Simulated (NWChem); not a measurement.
System: C3H5FSi; SMILES F[C@H](C#C)[SiH3]

```xyz
10

C      0.7801    -2.3615     0.1719
C      0.1782    -1.3380    -0.1242
C     -0.4843    -0.0858    -0.4489
F     -1.7162     0.0450     0.2190
Si     0.6025     1.4261     0.0669
H      1.3039    -3.2726     0.4259
H     -0.6839    -0.0399    -1.5453
H     -0.1471     2.6828    -0.2738
H      0.8468     1.3505     1.5443
H      1.9013     1.3815    -0.6882
```
Atoms are numbered in this order, from 1.

Level: PBE-D3(BJ)/def2-SVP (NWChem), optimised geometry, unscaled harmonic frequencies. 

| frequency (cm⁻¹) | IR intensity (km/mol) |
|---|---|
| 121 | 0.3 |
| 154 | 0.4 |
| 216 | 1.4 |
| 230 | 3.5 |
| 408 | 14.0 |
| 495 | 19.3 |
| 563 | 0.7 |
| 608 | 43.0 |
| 613 | 27.6 |
| 700 | 26.3 |
| 740 | 14.9 |
| 871 | 199.6 |
| 902 | 28.2 |
| 906 | 32.7 |
| 965 | 42.3 |
| 1018 | 61.4 |
| 1133 | 5.3 |
| 1260 | 8.8 |
| 2153 | 4.1 |
| 2172 | 55.8 |
| 2187 | 96.6 |
| 2202 | 74.4 |
| 2952 | 9.7 |
| 3407 | 74.6 |

```
Item                                                                               Result
-----------------------------------------------------------------------  ----------------
zero-point energy                                                           38.5 kcal/mol
thermal correction to the enthalpy at 298.15 K (with zero-point energy)     43.4 kcal/mol
heat capacity Cv                                                         23.6 cal/(mol K)
entropy at 298.15 K and 1 atm (symmetry number 1)                        79.9 cal/(mol K)
dipole moment                                                                      1.51 D
```

Rigid rotor and harmonic oscillator.
